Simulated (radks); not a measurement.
Values are calculated unless marked as measured or tabulated.
Coulomb parameter of the 4f shell of the holmium ion Ho2+ in the model configuration [Xe] 4f10 6p1, as a second difference U = [E(n + 0.25) + E(n - 0.25) - 2 E(n)] / (0.25)^2 with all orbitals relaxed. "Bare": the charge of the atom changes with n. "Screened": the 6p shell takes up the change at fixed total charge, which measures U(4f,4f) + U(6p,6p) - 2 U(4f,6p). Level of theory: Dirac Kohn-Sham, BLYP, spin-unpolarised, spherical densities, point nucleus; open shells are shared between the two j in proportion to 2j + 1 (a radial shooting solver on a logarithmic mesh with Libxc functionals).

case                  configuration  E - E(n) (eV)
start                 [Xe] 4f10 6p1          0.000
bare +0.25         [Xe] 4f10.25 6p1         -6.241
bare -0.25          [Xe] 4f9.75 6p1          7.368
screened +0.25  [Xe] 4f10.25 6p0.75         -3.360
screened -0.25   [Xe] 4f9.75 6p1.25          3.922

U(bare) = 18.034 eV, U(screened by 6p) = 8.981 eV.
